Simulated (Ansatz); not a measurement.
Total energies of the cluster AgCl2⁻ from Ansatz at PBE0-D4/def2-TZVPD, gas phase (1 Eh = 27.2114 eV = 2625.5 kJ/mol). The reference geometry is relaxed at PBE0-D4/def2-TZVPD.

```xyz
3

Ag    0.000    0.000    0.000
Cl    1.312    0.746    1.783
Cl   -1.313   -0.746   -1.783
```

```
            state                       geometry  energy (Eh)
charge -1 singlet                      reference  -1067.31236
 charge 0 doublet                      reference  -1067.13110
charge -1 triplet  relaxed at PBE0-D4/def2-TZVPD  -1067.17992
charge -1 quintet  relaxed at PBE0-D4/def2-TZVPD  -1066.94638
```

In the def2 sets Ag takes a core potential; there is no spin–orbit coupling.

Question: Work out the vertical ionisation energy to the doublet.

Answer: E(charge 0 doublet) − E(charge -1 singlet) = -1067.13110 − (-1067.31236) = 0.18126 Eh = 4.93 eV. For comparison, −ε of the highest occupied level is 2.97 eV at this level, 1.96 eV less.

Question: Which of the charge -1 states is lowest, and how far above it are the others?

Answer: The singlet. triplet: -1067.17992 − (-1067.31236) = 0.13244 Eh = 347.7 kJ/mol; quintet: -1066.94638 − (-1067.31236) = 0.36598 Eh = 960.9 kJ/mol. The quintet has fallen apart, so its energy is that of loose fragments and no spin gap. The quintet differs in its bonds from the reference.

At PBE0-D4/def2-TZVPD the highest occupied level of the charge -1 quintet lies above zero (up to 1.89 eV). The electron is either unbound and held by the finite basis, or the level is raised by self-interaction error.

The structure comes from a short search, and lower isomers may exist.
